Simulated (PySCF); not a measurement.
F3H2NTi, multiplicity 1. Atoms are numbered in the order given.

```xyz
7

Ti     0.0461     0.0235     0.0000
F      0.4732     0.8686    -1.4764
F      0.4732     0.8686     1.4764
F      0.8677    -1.5366     0.0000
N     -1.7993    -0.2328     0.0000
H     -2.3727    -0.3466    -0.8436
H     -2.3727    -0.3466     0.8436
```

Geometry: PBE-D3(BJ)/def2-SVP. The spin state was assumed, not searched. The structure was generated by enumeration; whether it is a known compound was not checked. Other conformers were not sampled.

Method: r2SCAN/def2-TZVP in PySCF.

Symmetry labels are those of the subgroup Cs that the program uses (full group Cs).

Computed valence orbital energies around the gap with their symmetry:
```csv
orbital,symmetry,energy (eV)
HOMO−7,A",-11.12
HOMO−6,A',-11.10
HOMO−5,A',-10.89
HOMO−4,A",-10.51
HOMO−3,A',-10.42
HOMO−2,A',-10.25
HOMO−1,A",-10.15
HOMO,A',-7.38
LUMO,A",-3.48
LUMO+1,A',-3.06
LUMO+2,A",-2.18
LUMO+3,A',-1.93
```
